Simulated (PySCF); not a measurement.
**Radial density of F (fluorine, neutral)**

M06-L, [He] 2s2 2p5, 2P determinant. Calculation: PySCF 2.14, in cc-pVTZ; no relativity, point nucleus.

| r (bohr) | 4πr²ρ (e/bohr) | 4πr²(ρα − ρβ) |
| --- | --- | --- |
| 0.00324 | 0.05572 | 0.0000 |
| 0.00546 | 0.1521 | 0.0001 |
| 0.00918 | 0.4013 | 0.0002 |
| 0.0154 | 1.016 | 0.0005 |
| 0.0260 | 2.379 | 0.0014 |
| 0.0437 | 4.913 | 0.0037 |
| 0.0735 | 8.193 | 0.0117 |
| 0.124 | 9.677 | 0.0440 |
| 0.208 | 6.851 | 0.1622 |
| 0.350 | 4.118 | 0.4924 |
| 0.588 | 5.774 | 0.8983 |
| 0.989 | 5.325 | 0.7725 |
| 1.66 | 1.874 | 0.2267 |
| 2.80 | 0.2124 | 0.0162 |
| 4.71 | 0.0006797 | 0.0001 |
